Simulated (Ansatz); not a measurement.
Two isomers of CH4BFO: A = `COBF`, B = `OBCF`.

Calculated with Ansatz (gas phase, PBE0-D4/def2-TZVP geometries, no zero-point term in ΔE). CCSD(T)/CBS is the MP2 limit (def2-TZVPP, def2-QZVPP) plus CCSD(T) − MP2 in def2-TZVPP, frozen cores. Functionals use def2-TZVPP. B3LYP here is the variant with VWN-RPA as its local correlation; programs differ in this. Each species was taken in one conformer, which may not be the lowest.

**Question.** Which isomer does CCSD(T)/CBS put lower? Give the gap. (Best estimate.)

**Answer.** Computed: A, by 36.9 kcal/mol.

**Question.** Give E(B) − E(A) in kcal/mol with MP2/def2-TZVPP, ωB97M-V, B3LYP, CCSD/def2-TZVPP, LDA (SPW92), CCSD(T)/def2-SVP, HF/def2-TZVPP. (Best estimate.)

**Answer.** Ansatz gave: MP2/def2-TZVPP 38.3, ωB97M-V 36.1, B3LYP 36.7, CCSD/def2-TZVPP 37.4, LDA (SPW92) 36.3, CCSD(T)/def2-SVP 39.8, HF/def2-TZVPP 38.7. None reverses the order clearly.

**Question.** Does the order hold for the free energy at 298.15 K (harmonic terms from PBE0-D4)? (Estimate.)

**Answer.** Ansatz gave: Yes: G(B) − G(A) = +36.0 kcal/mol, for one conformer each.

Largest T1 diagnostic: 0.013.

From BLYP to BHLYP (50 % exact exchange), in def2-TZVPP and without D4, E(B) − E(A) moves by +1.6 kcal/mol. Leaving LDA and LC-ωPBE aside and taking each functional with its dispersion term where it has one, the values, not all of them listed here, spread over 3.1 kcal/mol, from revPBE-D4 to BHLYP-D4. LDA lies +1.4 kcal/mol from PBE without D4.
